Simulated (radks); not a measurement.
Problem. Coherent X-ray form factor from a spherical all-electron density. Calculated with a radial shooting solver on a logarithmic mesh with Libxc functionals: non-relativistic Kohn-Sham, PBE, spin-unpolarised, spherical densities, point nucleus.

sin(theta)/lambda (1/angstrom)  f0 (electrons)
0.05                                     9.932
0.1                                      9.734
0.15                                     9.417
0.2                                      9.000
0.25                                     8.505
0.3                                      7.957
0.4                                      6.795
0.5                                      5.668
0.6                                      4.674
0.8                                      3.200
1                                        2.328
1.25                                     1.763
1.5                                      1.484
2                                        1.191

The species is in the configuration that NIST lists as its ground one. Which atom or ion scatters so?

Solution. The aluminium ion Al3+, [Ne]. Extrapolating in s^2 from the first two rows gives f0(0) = 10.0, near the electron count 10; among species with that count, the fall with angle is slower the higher Z, and the table is that of Z = 13; from so few rows the species is fixed only to a neighbour or two.
